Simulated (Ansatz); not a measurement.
Consider the formal hydrolysis of a Ge–I bond: `[F][Ge]([Cl])([Cl])[I]` + H₂O → `[OH][Ge]([F])([Cl])[Cl]` + HI.

Calculated with Ansatz (gas phase, PBE0-D4/def2-TZVP geometries, no zero-point term in ΔE). CCSD(T)/CBS adds triple-zeta CCSD(T) − MP2 to the extrapolated MP2 energy (def2 sets, frozen cores). This one scheme is used for every species. DFT in def2-TZVPP. def2 core potentials past Kr. For Ge, I outer-core shells are correlated without core-valence functions, which leaves a few kJ/mol of doubt a bond. Scalar relativity is left out up to krypton. One conformer a species, not always the lowest.

```csv
level,ΔE (kJ/mol),difference from CCSD(T)/CBS
revPBE-D4,44.7,3.8
BLYP-D4,41.3,0.4
B97M-V,28.0,-12.9
r2SCAN0-D4,37.4,-3.5
BHLYP-D4,39.8,-1.1
CAM-B3LYP-D4,29.9,-11.0
r2SCAN,34.9,-6.0
r2SCAN0,36.2,-4.7
CAM-B3LYP,25.2,-15.7
CCSD/CBS(def2),39.0,-1.9
CCSD(T)/CBS,40.9,0
```

Largest T1 diagnostic among the species: 0.011.

Leaving LDA and LC-ωPBE aside and taking each functional with its dispersion term where it has one, the values, not all of them listed here, spread over 17.2 kJ/mol, from B97M-V to PBE-D4. LDA lies −4.7 kJ/mol from PBE without D4. The D4 term adds +7.5 kJ/mol with B3LYP and +4.0 kJ/mol with PBE0; it sums over pairs of atoms, weighted by their polarisabilities, and B3LYP, whose exchange is more repulsive, gets the larger term. At CCSD(T), def2-SVP lies −23.9 kJ/mol from the extrapolated value and def2-TZVPP −13.1 kJ/mol.

B3LYP here is the variant with VWN-RPA as its local correlation; programs differ in this.
